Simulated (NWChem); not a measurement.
BHSF$_{2}$; SMILES FB(F)S

```xyz
5

B      0.0093    -0.4739     0.0000
F      1.1384    -1.1626     0.0000
F     -1.1406    -1.1309     0.0000
S      0.0876     1.3399     0.0000
H     -1.2473     1.5335     0.0000
```
Atoms are numbered in this order, from 1.

Level: B3LYP/6-31G* (spherical d) (NWChem), optimised geometry, unscaled harmonic frequencies. 

| frequency (cm⁻¹) | IR intensity (km/mol) |
|---|---|
| 293 | 3.8 |
| 372 | 22.0 |
| 409 | 6.1 |
| 576 | 33.5 |
| 674 | 21.2 |
| 849 | 18.1 |
| 1241 | 448.4 |
| 1446 | 243.6 |
| 2700 | 4.2 |

* **zero-point energy**: 12.2 kcal/mol
* **thermal correction to the enthalpy at 298.15 K (with zero-point energy)**: 15.5 kcal/mol
* **heat capacity Cv**: 13.4 cal/(mol K)
* **entropy at 298.15 K and 1 atm (symmetry number 1)**: 68.9 cal/(mol K)
* **dipole moment**: 1.12 D

Rigid rotor and harmonic oscillator.
